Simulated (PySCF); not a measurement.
H₄O₆Ru, SMILES [OH][Ru]([OH])(=[O])(=[O])([OH])[OH], multiplicity 1.

Geometry: PBE0-D3(BJ)/def2-SVP. The multiplicity is an assumed one; other spin states were not compared. The def2 effective core potentials stand for the cores of Ru; spin–orbit coupling is left out. One conformer was computed; it need not be the lowest.

Two levels are set side by side: TDA-PBE/def2-SVPD (PySCF) and TDA-LC-ωPBE/def2-SVPD (PySCF). Vertical, same geometry. The lowest singlet is HOMO→LUMO+1 73 %, HOMO→LUMO 22 % with PBE and HOMO−3→LUMO 53 %, HOMO−1→LUMO 28 % with the other functional; states are paired by order. Differences are taken from unrounded values.

```tsv
quantity	TDA-LC-ωPBE	TDA-PBE	TDA-PBE minus TDA-LC-ωPBE
lowest singlet excitation (eV)	2.27	1.91	-0.36
lowest triplet excitation (TDA) (eV)	1.55	1.39	-0.16
```

Functionals without exact exchange tend to place singlet excitations lower, as here. Differences between two approximate levels are no errors against the true value.

Rough cost on one machine, each run with all the roots and properties that it gave: TDA-LC-ωPBE against TDA-PBE about 2 times.
